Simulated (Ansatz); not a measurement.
Frontier orbitals of C₂H₉BOSi (`B[SiH](C)OC`).

Charge 0, multiplicity 1. The structure was optimised at the PBE0-D4/def2-TZVP level. It is one conformer, not always the lowest. Basis def2-TZVPP, Ansatz 0.2.0.

```
 functional  HOMO (eV)  LUMO (eV)  gap (eV)
LDA (SPW92)      -6.47      -3.57      2.90
        PBE      -6.35      -3.29      3.06
       BLYP      -6.27      -3.12      3.15
     r2SCAN      -6.66      -2.94      3.72
     B97M-V      -6.80      -3.10      3.70
       PBE0      -7.79      -2.28      5.51
    r2SCANh      -7.20      -2.59      4.61
      BHLYP      -9.05      -1.20      7.85
    LC-ωPBE     -10.51       0.07     10.58
    ωB97M-V     -10.03      -0.34      9.69
         HF     -10.90       1.25     12.15
```

From PBE to PBE0 the HOMO moves by −1.44 eV and the LUMO by +1.02 eV, and with ωB97M-V by −3.68 and +2.96 eV, so the gap grows from 3.06 to 9.70 eV with exact exchange.

LC-ωPBE has ω = 0.4 bohr⁻¹.
